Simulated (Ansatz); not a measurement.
Ansatz (a program for electronic structure) input (MP2/3-21G): The .json file is the Basis Set Exchange's 3-21G.

Ansatz 0.2 input:
```yaml
crystal:
  periodic: [false, false, false]
  atoms:
    - {symbol: Ag, position_ang: [-0.00000000, -0.00000000, -1.29830898]}
    - {symbol: Ag, position_ang: [0.00000000, 0.00000000, 1.29830898]}
basis:
  gaussian:
    orbitals: 3-21G.json
magnetization: {spin_polarized: false}
correlation: {method: mp2, electrons: outside_noble_gas}
```

Output:

```
Functional definition: HF
integrals: 0.04 GiB planned
972 factors; integrals over basis functions are off by at most 2.0e-4 eV
mean field: 0.54 GiB planned
mean field evaluation 1: about -281570.8874 eV, gradient 4.2e1 eV
mean field evaluation 2: about -281570.8886 eV, gradient 4.2e1 eV
mean field evaluation 4: about -281573.5564 eV, gradient 1.2e0 eV
mean field evaluation 8: about -281573.5688 eV, gradient 1.6e-4 eV
mean field -281573.56883294 eV, -10347.6377971908 hartree, gradient 2.2e-6 eV, S^2 0.000000; 0 other end points of the search recorded, 0 dependent functions left out; unrestricted orbitals would lower it
mean field evaluation 16: about -281573.5348 eV, gradient 1.9e0 eV
36 core orbitals not correlated
reference -281573.56883294 eV, -10347.6377971908 hartree; 11, 11 occupied and 31, 31 virtual orbitals, 972 factors
second order -5.26860356 eV of doubles, -0.00000000 eV of singles
Total energy: -281578.83743650 eV, -10347.8314148003 hartree
```

The geometry given is a B3LYP-D3(BJ)/def2-TZVP minimum.
